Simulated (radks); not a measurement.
Valence configurations of Ce I (all share [Xe]). All-electron calculation, Dirac Kohn-Sham, PBE, spin-unpolarised, spherical densities, finite nucleus; open shells fill j = l - 1/2 first; Fermi nuclear charge, rms radius 4.8771 fm. Program: a radial shooting solver on a logarithmic mesh with Libxc functionals. Energies are relative to 4f1 5d1 6s2; eigenvalues in eV.

| valence | E (eV) | e(4f5/2) | e(5d3/2) | e(6p1/2) | e(6s1/2) |
|---|---|---|---|---|---|
| 4f1.5 5d1 6s1.5 | -0.107 | -2.084 | -2.176 | - | -3.299 |
| 4f1 5d1 6s2 | 0.000 | -5.473 | -3.144 | - | -3.728 |
| 4f1 5d1.5 6s1.5 | 0.350 | -4.598 | -2.619 | - | -3.432 |
| 4f2 5d0.5 6s1.5 | 0.365 | -0.128 | -1.817 | - | -3.180 |
| 4f1 5d0.5 6s2 6p0.5 | 0.976 | -6.948 | -4.125 | -1.889 | -4.321 |
| 4f0.5 5d1.5 6s2 | 1.753 | -8.377 | -3.655 | - | -3.856 |
| 4f1 6s2 6p1 | 2.240 | -8.468 | - | -2.286 | -4.890 |
| 4f1 5d1 6s1 6p1 | 2.304 | -6.486 | -3.950 | -1.936 | -4.282 |
| 5d2 6s2 | 4.759 | - | -4.165 | - | -3.962 |
| 5d2 6s1.5 6p0.5 | 5.992 | - | -4.599 | -1.769 | -4.260 |

NIST lists [Xe] 4f1 5d1 6s2 as the ground configuration; this level of theory puts 4f1.5 5d1 6s1.5 lower, by 0.107 eV. The energies are those of spherical spin-averaged densities, not of single terms.
